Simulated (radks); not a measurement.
Charge is removed step by step from the 5d level of the gadolinium ion Gd+, starting from [Xe] 4f7 5d1 6s1. All-electron calculation, scalar-relativistic Kohn-Sham, SCAN, spin-unpolarised, spherical densities, finite nucleus; meta-GGA in the generalised Kohn-Sham scheme; Fermi nuclear charge, rms radius 5.1569 fm. Program: a radial shooting solver on a logarithmic mesh with Libxc functionals.

removed (e),E - E(0) (eV),eigenvalue (eV)
0,0.000,-8.267
0.125,1.102,-9.240
0.25,2.314,-10.241
0.375,3.661,-11.272
0.5,5.130,-12.335
0.625,6.744,-13.421
0.875,10.373,-15.605

The mean slope of the eigenvalue, de/dn, is 8.39 eV per electron.
